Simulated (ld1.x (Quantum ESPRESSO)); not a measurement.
# sulfur: excitation energies, all-electron against ultrasoft

sulfur, ultrasoft, made with ld1.x (Quantum ESPRESSO) 7.5 (PBE, fully relativistic). Core [Ne], reference 3s2 3p2.5 (charge +1.5). Waves: 3s (bound): rcut 1.15, rcutus 1.25 bohr; 3s channel at -1.7 Ry: rcut 1.15, rcutus 1.25 bohr; 3p (bound): rcut 1.25, rcutus 1.70 bohr; 3p channel at -1.15 Ry: rcut 1.25, rcutus 1.70 bohr. Local part: all-electron potential smoothed inside 1.45 bohr (lloc = -1). Core correction: a·sin(br)/r model core inside 1.25 bohr. Augmentation charge: PSQ, inside the norm-conserving radii.

Open shells are filled in proportion to 2j + 1 (rel_dist='average').

Energies are relative to the spin-unpolarised reference configuration 3s2 3p2.5; without spin polarisation the order of configurations can differ from experiment. The frozen-core shift is the all-electron ΔE with the core orbitals held at their reference shape minus the fully relaxed ΔE.

Problem. Give the all-electron excitation energy and the error of the potential for: 3s2 3p4; 3s2 3p3; 3s2 3p2; 3s1 3p4; 3s1 3p5; 3s0 3p6; 3s2 3p4.3.

Solution.

```
valence configuration  charge  ΔE all-electron (eV)  error AE − PS (meV)  frozen-core shift (meV)
              3s2 3p4       0               -21.512                 +1.3                     +2.9
              3s2 3p3      +1                -9.743                 +0.3                     +0.6
              3s2 3p2      +2                12.540                 +0.4                     +1.1
              3s1 3p4      +1                 1.135                  +18                     +0.3
              3s1 3p5       0               -11.202                  +23                     +1.7
              3s0 3p6       0                -0.773                  +71                     +1.3
            3s2 3p4.3    -0.3               -23.221                 +1.5                     +3.2
```

Levels in the configuration 3s2 3p4:

```json
{"level": "3s j=1/2", "all-electron (eV)": "-17.255", "pseudo (eV)": "-17.246"}
{"level": "3p j=1/2", "all-electron (eV)": "-7.064", "pseudo (eV)": "-7.065"}
{"level": "3p j=3/2", "all-electron (eV)": "-6.981", "pseudo (eV)": "-6.981"}
```
